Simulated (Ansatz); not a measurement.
Ideal-gas functions of ClH3SSeSi (`S[SiH](Cl)[SeH]`) at 298.15 K and 1 bar, from an Ansatz frequency run at PBE0-D4/def2-TZVP.

Molar mass 177.59 g/mol, point group C1 (symmetry number 1), electronic degeneracy 1, moments of inertia 205.992, 412.28, 583.836 u Å². Harmonic wavenumbers (cm⁻¹, unscaled): 117, 142, 191, 201, 243, 369, 529, 566, 619, 732, 783, 833, 2254, 2443, 2703.

Use S(trans) = R[1.5 ln M + 2.5 ln T − 1.1517]; rotational temperatures θ = 24.2544 K / I; S(rot) = R[ln(√π/σ · √(T³/θAθBθC)) + 1.5]; for each mode x = 1.438777 ν̃/T, S = R[x/(eˣ − 1) − ln(1 − e⁻ˣ)] and H = RT x/(eˣ − 1); 1 cm⁻¹ = 0.0119627 kJ/mol; R = 8.31446 J/(mol·K).

Problem. By hand: the entropy, in J/(mol·K).

Solution. Translation 173.5. Rotation: θ = 0.1177, 0.0588, 0.0415 K, giving 122.2. Vibration, mode by mode: 13.18, 11.62, 9.28, 8.89, 7.45, 4.54, 2.47, 2.14, 1.75, 1.13, 0.93, 0.76, 0.00, 0.00, 0.00, in all 64.1. Electronic 0.0. Sum 359.8 J/(mol·K).

Problem. By hand: H − E and G − E in kJ/mol, counted from the electronic energy.

Solution. Zero-point energy ½ × 12725 × 0.0119627 = 76.1; thermal vibration 10.8; translation, rotation and pV give 4 RT = 9.9. H − E = 96.8 kJ/mol, and G − E = 96.8 − 298.15 × 359.8/1000 = -10.5 kJ/mol.

Vibration gives 18 % of the entropy, 24.8 J/(mol·K) of it from the modes under 150 cm⁻¹: soft modes count most, and the harmonic formula is weakest for them. The sum counts one conformer and one mirror image; others add a mixing term.
